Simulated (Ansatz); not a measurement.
Harmonic frequencies (cm⁻¹) at PBE0-D4/def2-TZVP from Ansatz: 34, 69, 74, 112, 138, 235, 383, 564, 597, 1096, 1170, 1191, 1476, 1488, 1498, 3011, 3076, 3094.

Each molecule was computed in one conformer, which needn't be the lowest.

Question: Which molecule is it?
A. `C[S][InH2]`
B. `[CH3][InH][SH]`
C. `[F][InH][SiH3]`
D. `C[O][In]([F])[Cl]`

Answer: D.
